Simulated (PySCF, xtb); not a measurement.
borazine (B3H6N3), SMILES B1NBNBN1.

Harmonic wavenumbers (cm⁻¹) from xtb with GFN2-xTB at its own minimum, in rising order: 264, 264, 419, 498, 498, 654, 715, 715, 804, 805, 808, 832, 945, 945, 945, 1021, 1084, 1084, 1197, 1252, 1317, 1317, 1414, 1414, 2583, 2585, 2593, 3463, 3464, 3465.

### Question
What does B3LYP-D3(BJ)/def2-SVP run with PySCF give at its own minimum? (An estimate is asked for; the answer gives what the named calculation found.)

### Answer
294, 294, 415, 531, 531, 716, 716, 726, 867, 932, 932, 944, 945, 945, 952, 1045, 1075, 1075, 1257, 1301, 1393, 1393, 1496, 1496, 2598, 2598, 2608, 3636, 3638, 3638. Paired by order, the mean absolute difference is 55 cm⁻¹ and the zero-point energies are 56.3 and 58.6 kcal/mol.
